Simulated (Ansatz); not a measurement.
Reaction (atomization): `C[O][SnH][OH]`• → C• + 5 H• + 2 O• + Sn•

Computed with Ansatz on PBE0-D4/def2-TZVP structures; ΔE is electronic, products minus reactants. CBS: MP2 limit from def2 TZ/QZ plus the TZ coupled-cluster correction, frozen cores. This one scheme is used for every species, atoms too. DFT in def2-TZVPP. B3LYP here is the variant with VWN-RPA as its local correlation; programs differ in this. Open shells (•) are unrestricted, without spin–orbit coupling. Spin–orbit coupling would lower the free atoms: a little for C, O; strongly for Sn. def2 core potentials past Kr. Bonds to Sn are less sure, by a few kJ/mol each and by 10 to 20 or more in all where they break to atoms, as the def2 sets lack core-valence functions. Each species was taken in one conformer, which may not be the lowest.

```tsv
level	ΔE (kJ/mol)	difference from CCSD(T)/CBS
r2SCAN-D4	2989.1	-4.5
PBE0-D4	2949.8	-43.8
B3LYP-D4	2971.1	-22.5
ωB97X-V	2982.7	-10.9
ωB97M-V	2973.4	-20.2
B2PLYP	2936.9	-56.7
PBE	3029.3	35.7
r2SCAN	2985.3	-8.3
PBE0	2936.3	-57.3
B3LYP	2945.1	-48.5
SCS-MP2/def2-TZVPP	2919.8	-73.8
CCSD/def2-TZVPP	2839.8	-153.8
MP2/def2-QZVPP	2996.6	3.0
SCS-MP2/def2-QZVPP	2985.8	-7.8
MP2/CBS(def2)	3035.4	41.8
CCSD/CBS(def2)	2938.3	-55.3
CCSD(T)/CBS	2993.6	0
```

Largest T1 diagnostic among the species: 0.019.

From PBE to PBE0 (25 % exact exchange), in def2-TZVPP and without D4, ΔE moves by −93.0 kJ/mol: exact exchange takes away binding that semilocal exchange gives to molecules. The D4 term adds +26.0 kJ/mol with B3LYP and +13.5 kJ/mol with PBE0; it sums over pairs of atoms, weighted by their polarisabilities, and B3LYP, whose exchange is more repulsive, gets the larger term. In def2-TZVPP, CCSD(T) changes the Hartree–Fock value by +886.6 kJ/mol (the triples alone add +55.2 kJ/mol) and MP2 by +928.4 kJ/mol; breaking electron pairs costs correlation energy, which Hartree–Fock lacks.

For atomizations the MP2-based limit and the directly extrapolated one differ by several kJ/mol either way, and by 10 to 25 for some Ge, Se and Sn compounds, so smaller differences from it don't rank the levels.
